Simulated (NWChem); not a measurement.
Molecule: C$_{4}$H$_{4}$N$_{2}$; SMILES C(#N)/N=C/C=C

```xyz
10

C      0.7817     2.3425     0.0000
C     -0.4434     1.7972     0.0000
C     -0.6771     0.3585     0.0000
N      0.2885    -0.4897     0.0000
C      0.0640    -1.7964     0.0000
N     -0.0290    -2.9577     0.0000
H      1.6706     1.7050     0.0000
H      0.9215     3.4259     0.0000
H     -1.3351     2.4306     0.0000
H     -1.7283     0.0236     0.0000
```
Atoms are numbered in this order, from 1.

All runs: NWChem. Coordinates come from a PBE0/def2-SVP optimisation. Atomic charges in e: unrestrained fits to the electrostatic potential beside Mulliken populations; buried atoms are poorly determined by the fit.

**Question.** Estimate the computed values for B3LYP/def2-SVP. Quantities: ESP C1; Mulliken C1; ESP C2; Mulliken C2; ESP C3; Mulliken C3; ESP N4; Mulliken N4; ESP C5; Mulliken C5; relative RMS misfit of the potential (%).

**Answer.** The ESP C1 is -0.10. The Mulliken C1 is 0.04. The ESP C2 is -0.22 and the Mulliken C2 comes out as -0.03. The ESP C3 is 0.39 and the Mulliken C3 comes out as 0.07. The ESP N4 is -0.42 and the Mulliken N4 is -0.09. The ESP C5 comes out as 0.52 and the Mulliken C5 is -0.21. The relative RMS misfit of the potential (%) is 20.
